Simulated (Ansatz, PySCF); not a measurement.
Process, species as SMILES: F[SiH2]N[SiH3] + H+ → F[SiH2][NH2+][SiH3]
Each molecule is optimised on its own at B3LYP-D3(BJ)/def2-TZVP (Ansatz, a program for electronic structure), one conformer each, not searched for the lowest. Frequencies are from Ansatz.

Wanted: proton affinity (enthalpy at 298 K, with B3LYP-D3(BJ) rigid-rotor harmonic-oscillator terms), positive where the reaction releases energy, in kcal/mol. Correlated levels leave the core frozen unless marked. Spin-orbit coupling is left out. Non-relativistic. CBS(X,Y): correlation extrapolated as X^-3; Hartree-Fock from the larger set. The bracket is a focal-point correction in the basis named.

```
level                                                                 program  proton affinity (kcal/mol)  minus last row
-------------------------------------------------------------  --------------  --------------------------  --------------
HF/6-31G*                                                              Ansatz                       203.6             5.2
HF/cc-pV(T+d)Z                                                         Ansatz                       201.8             3.4
HF/cc-pwCVTZ                                                           Ansatz                       201.6             3.2
HF/cc-pV(Q+d)Z                                                         Ansatz                       201.4             3.0
PBE-D4/def2-TZVPD                                              Ansatz + dftd4                       197.8            -0.6
B97M-V/def2-TZVPD                                                      Ansatz                       196.3            -2.1
PBE0-D3(BJ)/def2-TZVP                                          Ansatz + dftd3                       199.7             1.3
PBE0/def2-QZVPP                                                        Ansatz                       199.0             0.6
TPSSh/def2-TZVPD                                                        PySCF                       199.9             1.5
B2GP-PLYP-D3(BJ)/def2-TZVPD                                    Ansatz + dftd3                       198.0            -0.4
MP2/6-31G                                                              Ansatz                       207.3             8.9
MP2/cc-pV(T+d)Z                                                        Ansatz                       198.9             0.5
CCSD(T)/cc-pV(D+d)Z                                                    Ansatz                       204.2             5.8
CCSD(T)/cc-pwCVTZ                                                      Ansatz                       200.3             1.9
RI-MP2/CBS(cc-pV(T+d)Z,cc-pV(Q+d)Z)+[CCSD(T)-MP2]/cc-pV(T+d)Z          Ansatz                       198.4             0.0
```
